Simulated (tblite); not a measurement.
C6H8ClO (doublet state).
Structure used (GFN2-xTB), in Å, numbered top down from 1:
```
atom  x, y, z in Å
O1    -1.4293    1.8310   -0.4835
C2    -0.5652    0.8826    0.0529
C3    -0.6974    0.4537    1.4469
C4    -1.0573   -0.5301    0.4193
C5     0.0031   -1.5061   -0.0556
C6     1.2663   -0.6504   -0.1430
Cl7    2.4797   -1.3549   -1.2376
C8     0.7945    0.7213   -0.6161
H9    -1.1084    2.7172   -0.2804
H10   -1.3598    0.8630    2.1838
H11   -2.0873   -0.8505    0.3138
H12    0.1218   -2.3449    0.6305
H13   -0.2610   -1.8948   -1.0407
H14    1.7407   -0.5720    0.8379
H15    0.6615    0.7292   -1.6998
H16    1.4904    1.5146   -0.3399
```

Level: GFN2-xTB in tblite, geometry and Hessian alike; calculated harmonic values, unscaled, isolated species. The method is semi-empirical: single wavenumbers can be off by several per cent or more. One conformer, not necessarily the lowest. Open shells enter through the occupations alone, without spin polarisation, and single modes of such species can be off by tens of per cent.

Harmonic wavenumbers (cm⁻¹): 80.1, 100.9, 207.6, 223.0, 312.4, 356.1, 397.3, 437.0, 484.3, 547.6, 726.4, 754.4, 789.4, 864.8, 897.5, 932.5, 956.3, 976.3, 1014.9, 1038.7, 1087.9, 1109.1, 1141.2, 1158.8, 1179.8, 1192.4, 1219.6, 1220.3, 1268.1, 1285.4, 1296.0, 1424.6, 1464.9, 1473.6, 2946.2, 2980.5, 2983.9, 2989.3, 2994.6, 3017.7, 3132.9, 3523.1.

A = 3962, B = 1090, C = 954.4 MHz; mass 131.026 u (most abundant isotopes); point group C1, symmetry number 1; spin multiplicity 2.

Task: Zero-point energy?

Result: Half the sum of the wavenumbers: 27094 cm⁻¹ = 324.11 kJ/mol.

Task: Entropy at 298.15 K, 1 bar (ideal gas, RRHO, classical rotation)?

Result: Translation 169.66, rotation 120.28, vibration 79.24, spin (R ln 2) 5.76: S = 374.9 J/(mol K).

Task: And Cp and H(298.15 K) − H(0)?

Result: Cp = 133.09 J/(mol K), of which vibrations give 99.84 (their classical limit is 42 R = 349.2); H(298.15 K) − H(0) = 23.46 kJ/mol without the zero-point energy, 13.54 from vibrations.

Task: Which modes carry the vibrational entropy at 298.15 K?

Result: 80.1 cm⁻¹: 16.27; 100.9 cm⁻¹: 14.38; 207.6 cm⁻¹: 8.64; 223.0 cm⁻¹: 8.09; 312.4 cm⁻¹: 5.65; 356.1 cm⁻¹: 4.77 J/(mol K); the other 36 give 21.45 together.

Task: How do the functions run with temperature in this model?

Result: 
```json
{"T (K)": "50", "S (J/(mol K))": "241.4", "Cp (J/(mol K))": "44.5", "H − H(0) (kJ/mol)": "1.85", "G − H(0) (kJ/mol)": "-10.22", "ln q(vib)": "0.17"}
{"T (K)": "100", "S (J/(mol K))": "277.3", "Cp (J/(mol K))": "61.0", "H − H(0) (kJ/mol)": "4.48", "G − H(0) (kJ/mol)": "-23.25", "ln q(vib)": "0.76"}
{"T (K)": "373.15", "S (J/(mol K))": "408.0", "Cp (J/(mol K))": "162.2", "H − H(0) (kJ/mol)": "34.54", "G − H(0) (kJ/mol)": "-117.70", "ln q(vib)": "5.47"}
{"T (K)": "500", "S (J/(mol K))": "461.5", "Cp (J/(mol K))": "203.9", "H − H(0) (kJ/mol)": "57.87", "G − H(0) (kJ/mol)": "-172.88", "ln q(vib)": "7.95"}
{"T (K)": "750", "S (J/(mol K))": "555.6", "Cp (J/(mol K))": "258.8", "H − H(0) (kJ/mol)": "116.33", "G − H(0) (kJ/mol)": "-300.34", "ln q(vib)": "12.91"}
{"T (K)": "1000", "S (J/(mol K))": "635.0", "Cp (J/(mol K))": "292.7", "H − H(0) (kJ/mol)": "185.57", "G − H(0) (kJ/mol)": "-449.44", "ln q(vib)": "17.65"}
```

q(vib) and H(0) count from the zero-point level.

Task: What must be added to the electronic energy to get the Gibbs energy at 298.15 K and 1 bar?

Result: ZPE + [H(298.15 K) − H(0)] − T·S = 324.11 + 23.46 − 111.79 = 235.78 kJ/mol.

Task: Blend soft modes into free rotors: weight 1/[1 + (100 cm⁻¹/ν̃)⁴] for the oscillator and the rest for a rotor with moment μB/(μ + B), μ = h/(8π²ν), B = 10⁻⁴⁴ kg m². What vibrational entropy results?

Result: 75.70 J/(mol K) in place of 79.24, which changes −T·S at 298.15 K by +1.05 kJ/mol.

Hindered rotation and anharmonicity are outside this model. Other conformers, if any are populated, would add a mixing term that is left out. The structure is chiral; the term R ln 2 for an equal mix with its mirror image is left out.
